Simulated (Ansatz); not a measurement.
Abridged output of a molecular run in Ansatz:

```
Functional definition: HF
1642 factors; integrals over basis functions are off by at most 1.1e-3 eV
mean field evaluation 1: about -24890.1208 eV, gradient 1.7e1 eV
mean field evaluation 2: about -24890.1638 eV, gradient 1.7e1 eV
mean field evaluation 4: about -24891.4117 eV, gradient 3.0e0 eV
mean field evaluation 8: about -24891.4600 eV, gradient 4.9e-4 eV
mean field -24891.46001985 eV, -914.7442836918 hartree, gradient 1.5e-6 eV, S^2 0.000000; 0 other end points of the search recorded, 0 dependent functions left out
13 core orbitals not correlated: weight in the atoms' cores, before any rotation towards them, 1.000 or more for the frozen orbitals, at most 0.000 for the correlated occupied ones
reference -24891.46001985 eV, -914.7442836918 hartree; 27, 27 occupied and 141, 141 virtual orbitals, 1642 factors
second order -43.40521792 eV of doubles, -0.00000000 eV of singles
cycle   1  -39.70636087 eV  change     3.7e0 eV  update   1.4e-1
cycle   2  -40.73624385 eV  change    -1.0e0 eV  update   4.3e-2
cycle   3  -40.90526002 eV  change   -1.7e-1 eV  update   2.0e-2
cycle   4  -40.84515655 eV  change    6.0e-2 eV  update   6.9e-3
cycle   5  -40.83936592 eV  change    5.8e-3 eV  update   3.6e-3
cycle   6  -40.84369601 eV  change   -4.3e-3 eV  update   8.7e-4
cycle   7  -40.84289665 eV  change    8.0e-4 eV  update   2.5e-4
cycle   8  -40.84268361 eV  change    2.1e-4 eV  update   5.1e-5
cycle   9  -40.84275369 eV  change   -7.0e-5 eV  update   2.0e-5
cycle  10  -40.84276303 eV  change   -9.3e-6 eV  update   5.2e-6
perturbative correction -1.08625285 eV, -0.0399190560 hartree
Total energy: -24933.38903573 eV, -916.2851466050 hartree
```

Its atoms:

Cartesian coordinates in Å:
```
I 0.971 1.296 -1.353
B 0.000 0.000 0.000
I 0.252 0.263 2.079
I -1.224 -1.559 -0.725
```

Question: Which basis set was used?
A. cc-pV(D+d)Z
B. def2-TZVPP
C. def2-SVP
D. cc-pV(Q+d)Z

Answer: B. It gives 181 functions.

Question: Write the keys of the input that set method, charge and spin (a neutral closed shell needs none for the last two).

Answer: 
```yaml
correlation: {method: ccsd_t}
```
